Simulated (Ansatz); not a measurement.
```json
{"atom": "Al", "x (Å)": "0.0000", "y (Å)": "0.0000", "z (Å)": "-0.7858"}
{"atom": "N", "x (Å)": "0.0000", "y (Å)": "0.0000", "z (Å)": "0.7858"}
```

Basis set: 6-31G (spherical functions). Frozen core: 6 orbitals. Correlation on ROHF uses semicanonical orbitals with singles. Charge 0, multiplicity 3.

Computed with Ansatz (development build ahead of 0.2.0); the reference of a correlated method needn't be the lowest determinant of its kind.

Q: Give the atomization energy at this shape (free ground-state atoms in the same class of orbitals less the molecule, no zero-point energy) of triplet AlN by ROHF-CCSD(T), UHF-BCCD(T).

A:

```
      method  atomization energy
ROHF-CCSD(T)             0.02 eV
 UHF-BCCD(T)             0.01 eV
```

Caution: the reference determinant was not shown to be the lowest; the shape is not the minimum.

This basis has no polarisation functions and is too small for such energies, which can lie far from measured ones in either direction.
